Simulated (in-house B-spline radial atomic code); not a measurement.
Successive ionisation energies of lanthanum; each step leads to the configuration of the next row (after the last: bare). NIST's values go from ground level to ground level; the uncertainty of those that are theory runs from under 0.1 % in few-electron ions to several per cent in heavy many-electron ones. Computed with a radial B-spline atomic code at the basis-set limit: non-relativistic Hartree-Fock, average of the configuration, point nuclei.

This level leaves out relativity, spin-orbit splitting included, which matters for heavy ions.

| ion | configuration | ionisation energy (eV) | tabulated value (eV) | tabulated kind | computed minus tabulated (eV) | highest orbital | largest mean radius (bohr) |
| --- | --- | --- | --- | --- | --- | --- | --- |
| La51+ | [He] 2s2 2p2 | 9634.1 | 10136 | tabulated theory | -502 | 2p | 0.10931 |
| La52+ | [He] 2s2 2p1 | 9891.8 | 10426 | tabulated theory | -534 | 2p | 0.10873 |
| La53+ | [He] 2s2 | 10213.3 | 10789 | tabulated theory | -576 | 2s | 0.10815 |
| La54+ | [He] 2s1 | 10440.9 | 11033.4 | tabulated theory | -593 | 2s | 0.10761 |
| La55+ | 1s2 | 43238.5 | 45145 | tabulated theory | -1906 | 1s | 0.02649 |
| La56+ | 1s1 | 44204.9 | 46245.77 | tabulated theory | -2041 | 1s | 0.026316 |

Where is the largest jump?

From La54+ to La55+, by a factor of 4.14 (10441 to 43239 eV); the highest orbital goes from 2s to 1s.
